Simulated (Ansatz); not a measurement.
Geometry optimisation, Ansatz, UKS PBE0-D4/def2-SVP.

Input file:

```yaml
crystal:
  periodic: [false, false, false]
  atoms:
    - { symbol: O, position_ang: [-1.4321, -0.25618, 0.71242] }
    - { symbol: Se, position_ang: [-0.38891, 0.96105, 0.73077] }
    - { symbol: S, position_ang: [1.22179, 0.22389, -0.60599] }
    - { symbol: H, position_ang: [-0.0442, 2.35615, 1.25591] }
magnetization:
  spin_polarized: true
  initial_magnetization: 1
basis:
  gaussian: { orbitals: def2-SVP }
hamiltonian:
  xc: pbe0
  dispersion: d4
relax:
  f_tol: 0.02
  max_steps: 50
```

Launched with:

```bash
$ ansatz run input.yaml --threads 2 --pin off --max-ram 3072MiB --backend cpu --events-out ev --progress --plain --runs-dir out
```

Q: Where does it end, and by what steps?

A: The run converged. After 10 steps the energy has fallen by 2.027 eV; Se2 moved furthest, 0.52 Å.

| step | energy less start (eV) | largest force component (eV/Å) | accepted |
| --- | --- | --- | --- |
| 0 | 0.0000 | 4.742 | yes |
| 1 | -0.9561 | 1.213 | yes |
| 2 | -1.1856 | 2.220 | yes |
| 3 | -1.6189 | 2.224 | yes |
| 4 | -1.9372 | 1.235 | yes |
| 5 | -2.0013 | 0.838 | yes |
| 6 | -2.0212 | 0.407 | yes |
| 7 | -2.0260 | 0.054 | yes |
| 8 | -2.0265 | 0.031 | yes |
| 9 | -2.0265 | 0.051 | yes |
| 10 | -2.0267 | 0.011 | yes |

```xyz
4
Properties=species:S:1:pos:R:3
O -1.462 -0.061 1.046
Se -0.523 0.995 0.234
S 1.384 0.368 -0.457
H -0.043 1.982 1.270
```

Whether the end is a true minimum wasn't checked by a vibrational analysis.

Time of the run: 9.3 s on 2 threads of AMD EPYC 9R45 96-Core Processor (Zen 5), on a shared host, peak memory 0.2 GiB.
